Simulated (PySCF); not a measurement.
**Bonding in `C1[SiH2]C[SiH2]1`**

Species: C2H8Si2.
SMILES with atom numbers: `[CH2:1]1[SiH2:2][CH2:3][SiH2:4]1` (hydrogens: H5, H6 on C1; H7, H8 on Si2; H9, H10 on C3; H11, H12 on Si4)

Structure used (PBE0-D3(BJ)/def2-SVP), in Å, numbered top down from 1:
```xyz
12
C2H8Si2 angstrom
C      0.2585    0.3970    1.2836
Si     1.2875   -0.2449   -0.1870
C     -0.2573   -0.3922   -1.2940
Si    -1.2876    0.2411    0.1795
H      0.4970    1.4217    1.6066
H      0.2635   -0.2518    2.1726
H      2.3037    0.7316   -0.6894
H      1.9661   -1.5520    0.0772
H     -0.2601    0.2648   -2.1770
H     -0.4967   -1.4135   -1.6267
H     -1.9789    1.5424   -0.0803
H     -2.2935   -0.7456    0.6829
```

Bond orders from the PBE0/pcSseg-1 density (PySCF). Isolated species at its PBE0-D3(BJ)/def2-SVP geometry, gas phase.

Question: How far do the computed orders between heavy atoms stray from the drawn ones?

Answer: The largest departure is 0.090, at C1–Si2 (drawn single, 0.910), Si2–C3 (drawn single, 0.910), C3–Si4 (drawn single, 0.910) and Si4–C1 (drawn single, 0.910).

Question: Give the Mayer order of every bond between heavy atoms, beside its length.

Answer: 
| bond | drawn as | length (Å) | Mayer order |
| --- | --- | --- | --- |
| C1–Si2 | single | 1.906 | 0.910 |
| Si2–C3 | single | 1.906 | 0.910 |
| C3–Si4 | single | 1.906 | 0.910 |
| Si4–C1 | single | 1.906 | 0.910 |

Question: And the bonds to hydrogen?

Answer: C–H: 0.94 (4 bonds); H–Si: 0.94 (4 bonds).

Question: Sum the orders of all bonds at each heavy atom with more than one neighbour and set the sums beside the valence in the SMILES.

Answer: C1 3.696 (drawn 4), Si2 3.708 (drawn 4), C3 3.697 (drawn 4), Si4 3.708 (drawn 4). Orders between atoms that aren't bonded are not in these sums.

For a closed shell the Mayer order of atoms A and B is Σ (PS)μν (PS)νμ over the basis functions μ on A and ν on B, with P the density and S the overlap matrix.
